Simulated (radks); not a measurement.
Values are calculated unless marked as measured or tabulated.
Task: Ho, configuration [Xe] 4f11 6s2. Level of theory: Dirac Kohn-Sham, Wu-Cohen GGA, spin-unpolarised, spherical densities, finite nucleus; open shells fill j = l - 1/2 first; Fermi nuclear charge, rms radius 5.2022 fm (a radial shooting solver on a logarithmic mesh with Libxc functionals). Some entries of the table are withheld. Estimate them.

| orbital | occ. | eigenvalue (hartree) | <r> (bohr) |
|---|---|---|---|
| 1s1/2 | 2 | -2036.573 | 0.02074 |
| 2s1/2 | 2 | (1) | 0.08755 |
| 2p1/2 | 2 | -324.1265 | (2) |
| 2p3/2 | 4 | -292.6322 | (3) |
| 3s1/2 | 2 | -76.02556 | 0.2295 |
| 3p1/2 | 2 | -68.86172 | 0.2191 |
| 3p3/2 | 4 | -62.28471 | 0.2327 |
| 3d3/2 | 4 | -49.96902 | (4) |
| 3d5/2 | 6 | -48.53190 | (5) |
| 4s1/2 | 2 | -15.00664 | 0.5188 |
| 4p1/2 | 2 | -12.16053 | 0.5285 |
| 4p3/2 | 4 | -10.68395 | 0.5597 |
| 4d3/2 | 4 | -5.99210 | 0.5902 |
| 4d5/2 | 6 | -5.72428 | 0.6013 |
| 5s1/2 | 2 | -1.84749 | 1.278 |
| 5p1/2 | 2 | (6) | 1.446 |
| 5p3/2 | 4 | (7) | 1.558 |
| 6s1/2 | 2 | -0.13997 | 4.038 |
| 4f5/2 | 6 | -0.13348 | 0.8457 |
| 4f7/2 | 5 | -0.09766 | 0.8697 |
| 6p1/2 | 0 | -0.04711 | 5.555 |
| 5d3/2 | 0 | -0.04329 | (8) |
| 6p3/2 | 0 | -0.03853 | 5.994 |
| 5d5/2 | 0 | -0.03630 | (9) |

Result: 
(1) 2s1/2 eigenvalue (hartree): -340.4621
(2) 2p1/2 <r> (bohr): 0.07290
(3) 2p3/2 <r> (bohr): 0.08007
(4) 3d3/2 <r> (bohr): 0.2054
(5) 3d5/2 <r> (bohr): 0.2096
(6) 5p1/2 eigenvalue (hartree): -1.08182
(7) 5p3/2 eigenvalue (hartree): -0.89750
(8) 5d3/2 <r> (bohr): 3.414
(9) 5d5/2 <r> (bohr): 3.622
